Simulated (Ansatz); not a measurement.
The same ligand exchange along the group Mg, Zn, Cd.

Calculated with Ansatz (gas phase, PBE0-D4/def2-TZVP geometries, no zero-point term in ΔE). CBS: MP2 limit from def2 TZ/QZ plus the TZ coupled-cluster correction, frozen cores. This one scheme is used for every species. Functionals use def2-TZVPP. B3LYP here is the variant with VWN-RPA as its local correlation; programs differ in this. def2 core potentials past Kr. For Br, Cd, Mg, Zn outer-core shells are correlated without core-valence functions, which leaves a few kJ/mol of doubt a bond. Scalar relativity is left out up to krypton. Each species was taken in one conformer, which may not be the lowest.

```csv
reaction,MP2/CBS(def2) (kJ/mol),B3LYP-D4 (kJ/mol),B2PLYP (kJ/mol),revPBE-D4 (kJ/mol)
`[Cl][Mg][Br]` + CH₃OH → `C[O][Mg][Cl]` + HBr,86,85,86,87
`[Cl][Zn][Br]` + CH₃OH → `C[O][Zn][Cl]` + HBr,122,116,115,110
`[Cl][Cd][Br]` + CH₃OH → `C[O][Cd][Cl]` + HBr,152,142,143,132
```

Give the CCSD(T)/CBS values in the same order. (Best estimate.)

The calculation gave: 87, 122, 150 kJ/mol.

Largest T1 diagnostic: 0.016, for `C[O][Cd][Cl]`.
